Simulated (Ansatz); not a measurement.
Reactions of CH6BFO2Si, SMILES `CBO[SiH](O)F`.

Computed with Ansatz on PBE0-D4/def2-TZVP structures; ΔE is electronic, products minus reactants. CCSD(T)/CBS is the MP2 limit (def2-TZVPP, def2-QZVPP) plus CCSD(T) − MP2 in def2-TZVPP, frozen cores. This one scheme is used for every species. Functionals use def2-TZVPP. def2 core potentials past Kr. For Te outer-core shells are correlated without core-valence functions, which leaves a few kJ/mol of doubt a bond. Each species was taken in one conformer, which may not be the lowest.

```csv
reaction,PBE0-D4 (kcal/mol),PBE-D4 (kcal/mol),CCSD(T)/CBS(def2) (kcal/mol)
`CBO[SiH](O)F` → `OB([SiH3])OCF`,90.4,86.1,98.3
`CBO[SiH](O)F` + `C[SiH2]S[SiH2]F` → `CBS[SiH2]C` + `O[SiH](F)O[SiH2]F`,-0.8,-0.2,-2.4
`CBO[SiH](O)F` + `BBC` → `CBBC` + `BO[SiH](O)F`,3.3,3.2,3.1
`CBO[SiH](O)F` → `COB(F)O[SiH3]`,21.2,20.6,24.4
`CBO[SiH](O)F` + H₂Te → `CB[TeH]` + `O[SiH](O)F`,13.7,12.6,13.8
`CBO[SiH](O)F` + `CN[SiH2]Cl` → `CBNC` + `O[SiH](F)O[SiH2]Cl`,-15.6,-15.5,-15.9
`CBO[SiH](O)F` + `CCOCF` → `BO[SiH](O)F` + `CCCOCF`,15.7,15.8,14.6
```

Largest T1 diagnostic: 0.013, for `CB[TeH]`.
